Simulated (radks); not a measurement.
The lithium ion Li2+ inside a hard spherical wall (all orbitals vanish at R), configuration held at 1s1 and not refilled when levels cross. Calculated with a radial shooting solver on a logarithmic mesh with Libxc functionals: scalar-relativistic Kohn-Sham, LDA (Slater exchange, VWN5 correlation), spin-polarised, spherical densities, finite nucleus; open shells are filled with parallel spins first; Fermi nuclear charge, rms radius 2.444 fm. Eigenvalues in eV for spin up, with the zero of energy where the potential of the charges vanishes at infinity; a dash marks a level that is unbound or too diffuse for the functional's potential to be trusted. A positive occupied level is held by the wall or, in an anion where self-interaction has pushed it up, behind a barrier. The pressure on the wall is -dE/dV.

R (bohr)  E (hartree)  kinetic (hartree)    e(1s)  e(2s, empty)  e(2p, empty)  pressure (GPa)
free         -4.40258              4.382  -102.01       -18.554       -17.285               0
20           -4.40258              4.382  -102.01       -18.554       -17.285        < 0.0001
15           -4.40258              4.382  -102.01       -18.554       -17.285        < 0.0001
10           -4.40258              4.382  -102.01       -18.554       -17.284        < 0.0001
8            -4.40258              4.382  -102.01       -18.552       -17.283        < 0.0001
6            -4.40258              4.382  -102.01       -18.486       -17.238        < 0.0001
5            -4.40258              4.382  -102.01       -18.205       -17.060        < 0.0001
4            -4.40258              4.382  -102.01       -16.929       -16.284        0.000324
3.5          -4.40257              4.382  -102.01       -15.104       -15.211         0.00527
3            -4.40251              4.383  -102.00       -11.166       -12.974          0.0856
1.5          -4.32339              4.829  -98.733        80.864        34.204             366
